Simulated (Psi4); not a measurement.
Approach curve of the dimer HCl ··· Na+ (SMILES Cl and [Na+]) (charge +1), singlet. Monomers: optimised at B3LYP-D3(BJ) (def2-TZVP), held rigid. Orientation: lowest of the rigid-body minima from ten starts at GFN2-xTB (searched outside a hard wall at short contacts). Only R, the distance of the centres of mass, is varied, so the lowest point isn't the relaxed dimer. The shortest distances reach bonding range, where SAPT0 and rigid monomers are unreliable.

PBE/def2-TZVP, counterpoise-corrected (Psi4); PBE-D3(BJ)/def2-TZVP, counterpoise-corrected (Psi4); B3LYP-D3(BJ)/def2-TZVP, counterpoise-corrected (Psi4); CCSD(T)/aug-cc-pVDZ = DF-CCSD(T)/aug-cc-pVDZ, all electrons correlated, counterpoise-corrected (Psi4).

Interaction energies in kcal/mol; the last columns give the difference from CCSD(T):

| R / Å | PBE/def2-TZVP | PBE-D3(BJ)/def2-TZVP | B3LYP-D3(BJ)/def2-TZVP | CCSD(T)/aug-cc-pVDZ | PBE/def2-TZVP − CCSD(T)/aug-cc-pVDZ | PBE-D3(BJ)/def2-TZVP − CCSD(T)/aug-cc-pVDZ | B3LYP-D3(BJ)/def2-TZVP − CCSD(T)/aug-cc-pVDZ |
|---|---|---|---|---|---|---|---|
| 2.51 | -5.71 | -6.25 | -6.56 | -2.72 | -2.99 | -3.54 | -3.84 |
| 2.73 | -7.18 | -7.71 | -7.96 | -5.09 | -2.09 | -2.62 | -2.87 |
| 2.91 | -7.15 | -7.67 | -7.92 | -5.51 | -1.63 | -2.16 | -2.40 |
| 3.23 | -6.19 | -6.91 | -7.42 | -5.07 | -1.12 | -1.85 | -2.36 |
| 3.49 | -5.26 | -6.12 | -6.81 | -4.42 | -0.84 | -1.70 | -2.39 |
| 4.01 | -3.78 | -4.46 | -5.01 | -3.29 | -0.49 | -1.17 | -1.71 |
| 4.69 | -2.63 | -3.02 | -3.29 | -2.35 | -0.27 | -0.66 | -0.94 |
| 5.74 | -1.74 | -1.87 | -1.95 | -1.58 | -0.16 | -0.29 | -0.37 |
| 7.04 | -1.19 | -1.23 | -1.25 | -1.09 | -0.10 | -0.14 | -0.16 |

PBE/def2-TZVP is furthest from CCSD(T)/aug-cc-pVDZ at 2.51 (-2.99 kcal/mol, below); its mean absolute difference over the points is 1.08 kcal/mol.

PBE-D3(BJ)/def2-TZVP is furthest from CCSD(T)/aug-cc-pVDZ at 2.51 (-3.54 kcal/mol, below); its mean absolute difference over the points is 1.57 kcal/mol.

B3LYP-D3(BJ)/def2-TZVP is furthest from CCSD(T)/aug-cc-pVDZ at 2.51 (-3.84 kcal/mol, below); its mean absolute difference over the points is 1.89 kcal/mol.
